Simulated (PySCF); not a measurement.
H4N, SMILES [NH4+], charge +1. Atoms are numbered in the order given.

```xyz
5

N      0.0000     0.0000     0.0000
H      0.5912    -0.5912     0.5912
H     -0.5912    -0.5912    -0.5912
H     -0.5912     0.5912     0.5912
H      0.5912     0.5912    -0.5912
```
Charge +1, spin multiplicity 1.

Coordinates come from a r2SCAN-D4/def2-TZVPD optimisation. The isomer is the one that the SMILES or the coordinates give; other isomers of the formula were not compared.

Computed with B3LYP/pcJ-1 (PySCF).

Isotropic couplings with Fermi-contact, spin-dipole and both spin-orbit terms, one fixed conformer, no vibrational averaging. Isotopes: 14N, 1H.

Computed spin–spin coupling constants:
| pair | bonds apart | J (Hz) |
|---|---|---|
| N1–H2 | 1 | 57.7 |
| N1–H3 | 1 | 57.7 |
| N1–H4 | 1 | 57.7 |
| N1–H5 | 1 | 57.7 |
| H2–H3 | 2 | -13.4 |
| H2–H4 | 2 | -13.4 |
| H2–H5 | 2 | -13.4 |
| H3–H4 | 2 | -13.4 |
| H3–H5 | 2 | -13.4 |
| H4–H5 | 2 | -13.4 |
